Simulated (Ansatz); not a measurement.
System: H₃GeNO, charge 0, singlet. H3GeNO (SMILES [NH2][Ge][OH]).
B3LYP-D3(BJ)/def2-TZVP minimum from Ansatz (an electronic-structure program):
```xyz
6

Ge    -0.2149     0.0489     0.4021
O      0.7971     1.2837    -0.4446
H      1.1841     1.0269    -1.2893
N     -0.0816    -1.3313    -0.8117
H      0.4300    -1.3276    -1.6832
H     -0.5434    -2.2147    -0.6540
```
Charge 0, spin multiplicity 1.

Property: atomisation energy (electronic, to ground-state atoms), in kJ/mol. Radicals and triplets start from unrestricted determinants; spin-orbit coupling is neglected. Cores are frozen in correlated methods (noble-gas shells, and filled d and f shells in the p block). No relativity. CBS(X,Y): correlation extrapolated as X^-3, Hartree-Fock from the larger set (Q,5: extrapolated as (X+1)exp(-9√X)). A bracket is a step between two methods taken in the basis named. Double hybrids freeze cores in their MP2 part. For partners of very few electrons the exact lower level stands in for a higher one.

CCSD(T)/CBS(cc-pVQZ,cc-pV5Z) + [CCSDT(Q) - CCSD(T)]/cc-pVTZ (Ansatz) gives 2028.8 kJ/mol.

Question: What does PBE/def2-TZVPD (Ansatz) give here, and how do the other levels compare?

Answer: PBE gives 2069.6 kJ/mol, 40.8 kJ/mol above it. Differences of the others: r2SCAN/def2-TZVPD (Ansatz) -17.4; B3LYP/def2-TZVPD (Ansatz) -14.7; PBE0/def2-TZVPD (Ansatz) -37.8; wB97M-V/def2-TZVPD (Ansatz) -1.4; B2PLYP/def2-TZVPD (Ansatz) -28.6; CCSD(T)/CBS(cc-pVQZ,cc-pV5Z) (Ansatz) -1.5 kJ/mol.
